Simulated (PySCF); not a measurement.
**SMILES O=Cc1cnc2nsnc2n1, C$_{5}$H$_{2}$N$_{4}$OS**

Geometry:
```json
{"atom": "O1", "x (Å)": "-3.372", "y (Å)": "-0.569", "z (Å)": "-0.454"}
{"atom": "C2", "x (Å)": "-2.516", "y (Å)": "-0.435", "z (Å)": "0.379"}
{"atom": "C3", "x (Å)": "-1.079", "y (Å)": "-0.205", "z (Å)": "0.048"}
{"atom": "C4", "x (Å)": "-0.670", "y (Å)": "-0.140", "z (Å)": "-1.333"}
{"atom": "N5", "x (Å)": "0.564", "y (Å)": "0.056", "z (Å)": "-1.707"}
{"atom": "C6", "x (Å)": "1.442", "y (Å)": "0.195", "z (Å)": "-0.687"}
{"atom": "N7", "x (Å)": "2.747", "y (Å)": "0.402", "z (Å)": "-0.840"}
{"atom": "S8", "x (Å)": "3.364", "y (Å)": "0.501", "z (Å)": "0.658"}
{"atom": "N9", "x (Å)": "2.036", "y (Å)": "0.291", "z (Å)": "1.563"}
{"atom": "C10", "x (Å)": "1.031", "y (Å)": "0.130", "z (Å)": "0.702"}
{"atom": "N11", "x (Å)": "-0.254", "y (Å)": "-0.074", "z (Å)": "1.057"}
{"atom": "H12", "x (Å)": "-2.716", "y (Å)": "-0.469", "z (Å)": "1.477"}
{"atom": "H13", "x (Å)": "-1.440", "y (Å)": "-0.262", "z (Å)": "-2.102"}
```

Level of theory: quadratic response CAM-B3LYP/aug-cc-pVDZ first hyperpolarisability, Taylor convention, gas phase in PySCF 2.14.0. Geometry: PBE0-D3(BJ)/def2-SVP.

(1) Give the tensor of the static β(0;0,0) in the axes of these coordinates.

Results:

(1) In au, Taylor convention; rows are the first index (the induced dipole):
|  | xx | yy | zz | xy | xz | yz |
| --- | --- | --- | --- | --- | --- | --- |
| x | +293.5 | -24.4 | +24.4 | +57.8 | -131.8 | -19.0 |
| y | +57.8 | -14.8 | +4.0 | -24.4 | -19.0 | -15.5 |
| z | -131.8 | -15.5 | -40.6 | -19.0 | +24.4 | +4.0 |

Norm of βᵢ = ⅓ Σⱼ (βᵢⱼⱼ + βⱼᵢⱼ + βⱼⱼᵢ): 351.6 au, hyper-Rayleigh value 156.0 au.
